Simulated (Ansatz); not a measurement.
Start from `C[SiH](S)CS` and change one atom or group to get `C[SiH](S)C#N`.

Ansatz, PBE0-D4/def2-TZVP geometries, multiplicity 1. Each molecule was computed in one conformer, which needn't be the lowest.

| property | `C[SiH](S)CS` |
| --- | --- |
| LUMO energy (ωB97M-V/def2-TZVPP) / eV | 1.86 |
| size of the dipole moment (ωB97M-V/def2-TZVPP) / D | 0.50 |
| HOMO–LUMO gap (PBE/def2-TZVPP) / eV | 4.87 |
| LUMO energy (B3LYP/def2-TZVPP) / eV | -0.10 |
| HOMO–LUMO gap (ωB97M-V/def2-TZVPP) / eV | 10.84 |
| size of the dipole moment (PBE/def2-TZVPP) / D | 0.54 |

Question: What does the change do to each property? (Best estimate.)

Answer: Ansatz gave: 
| property | `C[SiH](S)C#N` | shift |
| --- | --- | --- |
| LUMO energy (ωB97M-V/def2-TZVPP) / eV | 1.17 | -0.69 |
| size of the dipole moment (ωB97M-V/def2-TZVPP) / D | 3.40 | 2.90 |
| HOMO–LUMO gap (PBE/def2-TZVPP) / eV | 5.02 | 0.15 |
| LUMO energy (B3LYP/def2-TZVPP) / eV | -1.01 | -0.91 |
| HOMO–LUMO gap (ωB97M-V/def2-TZVPP) / eV | 11.40 | 0.56 |
| size of the dipole moment (PBE/def2-TZVPP) / D | 3.37 | 2.83 |

With PBE0 the HOMO falls by 1.23 eV and the LUMO falls by 0.99 eV, so the gap widens by about 0.24 eV. PBE moves the HOMO by -1.18 eV and ωB97M-V by -1.25 eV. Dipoles are sizes alone; their direction can turn.

B3LYP here is the variant with VWN-RPA as its local correlation; programs differ in this.
